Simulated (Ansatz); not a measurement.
H₆Ge₂, charge -1, doublet, at a GFN2-xTB geometry (a state made from the parent by changing its charge; the spin is typed, not shown lowest) (a gas-phase anion, which may not be bound at this level); Ansatz (a first-principles code) with PBE/6-31G.

The Ansatz input:
Ansatz 0.2 input:
```yaml
crystal:
  periodic: [false, false, false]
  atoms:
    - {symbol: Ge, position_ang: [-1.23522005, 0.51292370, -0.12591087]}
    - {symbol: Ge, position_ang: [1.23525908, -0.51205515, 0.12902469]}
    - {symbol: H, position_ang: [-1.92530595, -0.60516687, -1.02753875]}
    - {symbol: H, position_ang: [-2.47835897, 1.61253592, -0.42053532]}
    - {symbol: H, position_ang: [-1.94017119, -0.02486483, 1.19983024]}
    - {symbol: H, position_ang: [2.47831690, -1.61347220, 0.41717868]}
    - {symbol: H, position_ang: [1.96734679, 0.62962708, 0.96829304]}
    - {symbol: H, position_ang: [1.89692349, -0.02645262, -1.23686999]}
basis:
  gaussian:
    orbitals: 6-31G
hamiltonian:
  xc: pbe
total_charge: -1
magnetization: {spin_polarized: true, initial_magnetization: 1}
```

Output, abridged:

```
Functional definition: PBE
932 factors; their error is unknown
mean field evaluation 1: about -113094.9850 eV, gradient 1.7e1 eV
mean field evaluation 2: about -113094.5694 eV, gradient 2.0e1 eV
mean field evaluation 4: about -113095.9350 eV, gradient 3.6e-1 eV
mean field evaluation 8: about -113095.9105 eV, gradient 2.5e-3 eV
mean field -113095.91050179 eV, -4156.1980517792 hartree, gradient 2.4e-5 eV, S^2 0.753014; 0 other end points of the search recorded, 0 dependent functions left out
reference -113095.91055241 eV, -4156.1980536395 hartree; 36, 35 occupied and 34, 35 virtual orbitals, 932 factors
Total energy: -113095.91055241 eV, -4156.1980536395 hartree
```
